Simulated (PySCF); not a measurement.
# Computed properties of B(OH)(NH2)(NMe2) (C2H9BN2O), SMILES OB(N(C)C)N

B(OH)(NH2)(NMe2) (C₂H₉BN₂O), SMILES CN(C)B(N)O. Geometry: ωB97X-D3(BJ)/def2-SVP. Other conformers were not sampled. All values are computed for the isolated molecule unless a solvent is named; none is compared with measurement here.

**Structure.** All 39 harmonic modes at ωB97X-D3(BJ)/def2-SVP (PySCF) are real, so it is a minimum. With heavy atoms numbered as in [B:1]([OH:2])([NH2:4])[N:7]([CH3:8])[CH3:9], the shortest bond between them is B1–O2 at 1.387 Å and the longest N7–C9 at 1.444 Å.

**Vibrations.** The strongest infrared lines (harmonic, unscaled, degenerate partners summed) lie at 1605 cm⁻¹ (304 km/mol, H 63 %, N 21 %, B 15 %), 1552 cm⁻¹ (194 km/mol, H 57 %, N 23 %, B 18 %), 1458 cm⁻¹ (171 km/mol, H 56 %, C 18 %, N 14 %, B 12 %). The softest mode is at 101 cm⁻¹ and the zero-point energy is 81.4 kcal/mol.

**Electronic structure.** CAM-B3LYP/def2-TZVP (PySCF) places the frontier levels at -7.62 and 1.51 eV, a gap of 9.13 eV, and gives a dipole moment of 1.52 D and a mean polarisability of 58.7 bohr³. PBE/def2-TZVP (PySCF) at the same geometry gives -4.90 and -0.04 eV, so its gap is 4.27 eV narrower. An orbital gap is neither the optical nor the fundamental gap.

**Excitations.** TDA-PBE0/def2-SVPD (PySCF) has S1 at 5.38 eV (231 nm, f = 0.015, weak); the most intense of the 10 singlets computed lies at 7.53 eV (f = 0.13). T1 (TDA) is at 5.28 eV, 0.10 eV under S1. TDA-PBE/def2-SVPD (PySCF) puts S1 at 4.53 eV. No vertical singlet excitation falls in the visible range (under 3.1 eV).

**NMR.** GIAO shifts at B3LYP/pcSseg-1 (PySCF) (non-relativistic, atoms alike by connectivity averaged): ¹³C at 40.0 ppm against TMS; ¹H from 1.8 to 2.8 ppm against TMS; ¹¹B at 11.3 ppm against BF3.
